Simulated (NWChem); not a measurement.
# H3BN (+1)

```xyz
5

B      0.0000     0.0000     0.7856
N      0.0000     0.0000    -0.5304
H      0.0000     0.0000     1.9726
H      0.8584     0.0000    -1.0941
H     -0.8584     0.0000    -1.0941
```
Charge +1, spin multiplicity 1.

Everything below was run with NWChem. The geometry was optimised at PBE0/def2-SVP, a minimum by its harmonic frequencies. It is one conformer; others weren't searched.

Symmetry labels belong to the abelian group C2v used in the runs, with the axes of the coordinates shown.

B3LYP has NWChem's definition, with VWN1-RPA local correlation. The spin multiplicity of the parent species was assumed, not shown to be that of its ground state. The structure started from a generated list of species.

**Question.** List the lowest 6 singlet excitations that TD-B3LYP/def2-SVPD, VWN1-RPA local correlation gives, with oscillator strengths.

**Answer.** 
| state | symmetry | energy (eV) | wavelength (nm) | f |
|---|---|---|---|---|
| 1 | a2 | 5.74 | 216 | 0.000 |
| 2 | a1 | 8.92 | 139 | 0.164 |
| 3 | b1 | 9.07 | 137 | 0.044 |
| 4 | b2 | 9.79 | 127 | 0.044 |
| 5 | b2 | 10.84 | 114 | 0.079 |
| 6 | a2 | 11.71 | 106 | 0.000 |
